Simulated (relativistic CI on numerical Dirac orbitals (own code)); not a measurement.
**Spin-allowed bands of a d8 ion in a tetrahedral site, by hand**

Problem. Take Δ = 3800 cm⁻¹ and B = 490 cm⁻¹ for a d8 ion in a tetrahedral site. Calculate the three spin-allowed bands.

Working.
1. The terms of highest spin are 3F (energy 0) and 3P (15B = 7350 cm⁻¹). Here the F term splits into A2 at +1.2Δ = 4560, T2 at +0.2Δ = 760 and T1 at −0.6Δ = -2280 cm⁻¹.
2. The two T1 states mix through the element 0.4Δ: H = [[-2280, 1520], [1520, 7350]], with roots ½(H₁₁ + H₂₂) ∓ ½√[(H₂₂ − H₁₁)² + 4H₁₂²] = ½(5070) ∓ ½(10098) = -2514 and 7584 cm⁻¹.
3. The ground term is 3T1 at -2514 cm⁻¹.
4. Bands: 3T2 3274 cm⁻¹ (3054 nm), 3A2 7074 cm⁻¹ (1414 nm), 3T1(P) 10098 cm⁻¹ (990 nm).

Check. Exact diagonalisation of the whole d8 shell with these parameters gives 3T2 3274, 3A2 7074, 3T1 10098 cm⁻¹. The match is exact, since without spin-orbit coupling no other term has this spin. The ratio of the second band to the first, 2.161, depends on Δ/B = 7.8 alone, which is how a Tanabe-Sugano diagram is read.
